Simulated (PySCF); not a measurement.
**A small calculation by hand: entropy of an ideal gas**

FGeHO, SMILES [OH][Ge][F] (connectivity only; charge and spin as stated), neutral, multiplicity 1.

Geometry: PBE0-D3(BJ)/def2-TZVP. Other conformers were not sampled.

PBE0-D3(BJ)/def2-TZVP run with PySCF 2.14.0 gives the harmonic wavenumbers 269, 452, 670, 705, 813, 3875 cm⁻¹ and the rotational temperatures 0.7230, 0.3791, 0.2487 K. The molar mass is 108.64 g/mol, the symmetry number 1, the spin multiplicity 1.

Work out the entropy at 298.15 K and 1 atm in the rigid-rotor, harmonic-oscillator model.


Translation (Sackur–Tetrode at 1 atm): S = R[1.5 ln M + 2.5 ln T − 1.16487] = 167.2 J/(mol K).
Rotation: q = (√π/σ) T^1.5/√(θA θB θC) = 34900, S = R[ln q + 3/2] = 99.5 J/(mol K).
Vibration: with u = 1.4388 ν/T, each mode gives R[u/(e^u − 1) − ln(1 − e^−u)]:
```
ν (cm⁻¹)  modes     u  S (J/(mol K))
--------  -----  ----  -------------
269           1  1.30           6.71
452           1  2.18           3.30
670           1  3.23           1.44
705           1  3.40           1.26
813           1  3.92           0.82
```
The stiffer modes add less than 0.005 each. Sum 13.5 J/(mol K).
Spin: R ln 1 = 0.0 J/(mol K).
Total 280.2 J/(mol K); the program's own thermochemistry gives 280.2. Translation makes up 60 % and vibration 5 %. Anharmonicity, hindered rotation and orbital degeneracy are left out.
